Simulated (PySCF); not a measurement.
Radial density of As²⁺ (arsenic, charge +2)

B3LYP, [Ar] 3d10 4s1 4p2, 4s spin antiparallel (an excited configuration). Computed with PySCF 2.14 in aug-cc-pVQZ-DK (8s7p5d3f2g, 93 functions), with scalar relativity by spin-free X2C-1e.

```csv
r (bohr),4πr²ρ (e/bohr),4πr²(ρα − ρβ)
0.000983,0.4830,-0.0004
0.00165,1.179,-0.0009
0.00278,2.805,-0.0022
0.00468,6.395,-0.0049
0.00787,13.53,-0.0101
0.0132,25.15,-0.0175
0.0223,37.50,-0.0197
0.0374,39.83,0.0023
0.0630,32.94,0.0479
0.106,41.86,0.0342
0.178,43.62,-0.0223
0.300,24.39,0.0318
0.504,30.90,0.0487
0.848,14.10,-0.0371
1.43,3.097,0.2217
2.40,1.202,0.5485
4.04,0.09422,0.0733
6.79,0.0002789,0.0003
```

Densities and radii are taken from the X2C orbitals without a picture-change correction, which distorts them close to the nucleus.

With the s spin flipped the determinant is a mixture of two multiplicities, not a spectroscopic state.
